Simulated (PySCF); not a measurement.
# Finite-field polarisability of Cs⁻ (caesium, charge -1)

[Xe] 6s2, closed-shell 1S. Computed with PySCF 2.14 in aug-cc-pVDZ-X2C, with the spin-free X2C one-electron Hamiltonian (Gaussian nucleus). Frozen: [Xe]. Energy changes in a uniform field (μhartree):

```tsv
axis	F (au)	HF	MP2	CCSD	CCSD(T)
x	0.00026	-101.039	-91.214	-85.613	-85.613
x	0.00052	-406.254	-368.434	-345.840	-345.840
```

(1) Derive α along x at CCSD(T) from the two fields.

(2) And the mean polarisability at each level?

The polarisability of an anion needs two sets of diffuse s and p functions; this basis lacks them, so these values show the method and not the converged property.

A double-zeta set is small for polarisabilities.

Results:

(1) With ΔE = −αF²/2 − γF⁴/24, α = −(16 ΔE(F) − ΔE(2F))/(6F²) = 2525 bohr³.

(2) HF 2984, MP2 2690, CCSD 2525, CCSD(T) 2525 bohr³.
